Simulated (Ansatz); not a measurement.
Mulliken charges of `N[Si]1(F)CO1` from PBE/def2-TZVPP in Ansatz (PBE0-D4/def2-TZVP geometry).

```csv
atom,x (Å),y (Å),z (Å),charge (e)
N1,0.705,1.175,-0.959,-0.402
Si2,0.282,-0.294,-0.273,0.656
F3,1.408,-1.318,-0.715,-0.283
C4,-0.739,-0.657,1.149,-0.172
O5,-1.275,-0.758,-0.276,-0.338
H6,0.095,1.973,-0.966,0.169
H7,1.617,1.356,-1.339,0.170
H8,-0.734,-1.626,1.644,0.100
H9,-1.271,0.102,1.719,0.100
```

By hand: the dipole of these point charges (1 e Å = 4.8032 D).

Σ q r = (0.152, 0.489, 0.250) e Å, of length 0.570 e Å = 2.74 D.

How does the dipole of the full density compare? (Estimate.)

Computed: (0.243, 0.526, 0.076) e Å, 2.81 D; the point charges give 0.98 times that, at 20° from its direction.

Point charges leave out the atoms' own dipoles, such as those of lone pairs, and Mulliken's split depends on the basis, so the two needn't agree.
